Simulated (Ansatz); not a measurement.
Program: Ansatz. Geometries: PBE0-D4/def2-TZVP. ΔE: electronic, gas phase. CCSD(T)/CBS is the MP2 limit (def2-TZVPP, def2-QZVPP) plus CCSD(T) − MP2 in def2-TZVPP, frozen cores. DFT in def2-TZVPP. B3LYP here is the variant with VWN-RPA as its local correlation; programs differ in this. For Br outer-core shells are correlated without core-valence functions, which leaves a few kJ/mol of doubt a bond. Scalar relativity is left out up to krypton. Each species was taken in one conformer, which may not be the lowest.

`FB(Br)Br` + `FC[SiH2]CF` → `FB(F)Br` + `FC[SiH2]CBr`  (redistribution)

Problem. Is it downhill or uphill in electronic energy at CCSD(T)/CBS, and by how much? (Estimate.)

Solution. The calculation gave: Downhill: ΔE = -30.6 kcal/mol.

Problem. What do these levels give: PBE0-D4, B3LYP-D4, PBE, r2SCAN, PBE0, B3LYP, HF/def2-TZVPP, MP2/def2-TZVPP, CCSD/def2-TZVPP, HF/def2-QZVPP, MP2/def2-QZVPP, HF/CBS(def2)? (An estimate is asked.)

Solution. Computed: PBE0-D4 -28.8, B3LYP-D4 -29.2, PBE -26.8, r2SCAN -28.9, PBE0 -28.4, B3LYP -28.5, HF/def2-TZVPP -31.4, MP2/def2-TZVPP -32.0, CCSD/def2-TZVPP -31.2, HF/def2-QZVPP -31.6, MP2/def2-QZVPP -31.8, HF/CBS(def2) -31.6 kcal/mol.

Largest T1 diagnostic among the species: 0.011.

From PBE to PBE0 (25 % exact exchange), in def2-TZVPP and without D4, ΔE moves by −1.6 kcal/mol.
